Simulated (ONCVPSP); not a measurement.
Configuration tests for arsenic (As) (ONCV)

ONCVPSP 4.0.1 input, shortened (lines: element, Z, core and valence counts, functional; n l f; lmax; l rc ep ncon nbas qcut; lloc lpopt rc5 dvloc0; l nproj debl; icmod fcfact rcfact), PBE, scalar-relativistic:

```
  As 33.00    6    2        4      upf
    1    0    2.00
    2    0    2.00
    2    1    6.00
    3    0    2.00
    3    1    6.00
    3    2   10.00
    4    0    2.00
    4    1    2.00
    1
    0    1.40    0.00    4    8    4.20
    1    1.60    0.00    4    7    5.70
    4    3    1.10    0.00
    0    1    2.50
    1    2    1.30
    3    4.75    1.60
```

Energies are relative to the spin-unpolarised reference configuration 4s2 4p2; without spin polarisation the order of configurations can differ from experiment.

Question: Give the all-electron excitation energy and the error of the potential for: 4s2 4p3; 4s2 4p1; 4s2 4p0; 4s0 4p5.

Answer:

| valence configuration | charge | ΔE all-electron (eV) | error AE − PS (meV) |
| --- | --- | --- | --- |
| 4s2 4p3 | 0 | -9.149 | -23 |
| 4s2 4p1 | +2 | 17.918 | -60 |
| 4s2 4p0 | +3 | 45.622 | -313 |
| 4s0 4p5 | 0 | 9.907 | -67 |

Note: ghosts flagged at negative energy: s at -8.9 eV; no localised positive-energy state flagged. A true bound ghost makes a file unfit for plane-wave use.
